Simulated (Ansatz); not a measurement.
`BO[SiH2]N` + H₂ → `BO[SiH3]` + NH₃ at 400 K and 1 bar (hydrogenolysis of the Si–N bond).

Computed with Ansatz on PBE0-D4/def2-TZVP structures; ΔE is electronic, products minus reactants. CCSD(T)/CBS adds triple-zeta CCSD(T) − MP2 to the extrapolated MP2 energy (def2 sets, frozen cores). This one scheme is used for every species. One conformer a species, not always the lowest.

| species | CCSD(T)/CBS energy (Eh) | H − E (kJ/mol) | S (J/(mol·K)) |
| --- | --- | --- | --- |
| `BO[SiH2]N` | -447.46661 | 213.3 | 359.3 |
| H₂ | -1.17544 | 38.0 | 139.0 |
| `BO[SiH3]` | -392.11480 | 157.5 | 316.6 |
| NH₃ | -56.50880 | 104.2 | 203.1 |

H − E and S are ideal-gas, rigid-rotor, harmonic terms from PBE0-D4/def2-TZVP, for one conformer and one mirror image of each species. The MP2-based limit puts H₂ 0.8 mEh under its directly extrapolated value; such offsets cancel only in part. 1 Eh = 2625.50 kJ/mol, R = 8.31446 J/(mol·K).

Q: By hand: ΔE, ΔH, ΔS and ΔG.

A: ΔE = (-392.11480) + (-56.50880) − (-447.46661) − (-1.17544) = 0.01845 Eh = 48.4 kJ/mol. Δ(H − E) = 157.5 + 104.2 − 213.3 − 38.0 = 10.4, so ΔH = 58.8 kJ/mol. ΔS = 316.6 + 203.1 − 359.3 − 139.0 = 21.4 J/(mol·K). ΔG = 58.8 − 400 × (21.4)/1000 = 50.2 kJ/mol.

Q: By hand: the equilibrium constant, and the temperature at which ΔG would vanish if ΔH and ΔS stayed fixed.

A: log₁₀ K = −ΔG/(RT ln 10) = -6.6. ΔG = 0 at ΔH/ΔS = 2748 K, far beyond where these terms or the molecules hold.

ΔH outweighs TΔS. A doubt of 5 kJ/mol in ΔE shifts log₁₀ K by 0.7 here. Other conformers and mirror images would add mixing entropy, several J/(mol·K) or more a flexible species. Modes under 60 cm⁻¹, often nearly free rotors, make the harmonic entropy too high. These are equilibria of isolated gas molecules and say nothing of rates. Largest T1 diagnostic: 0.013 (customary marks: 0.02 for closed shells, 0.045 for open ones).
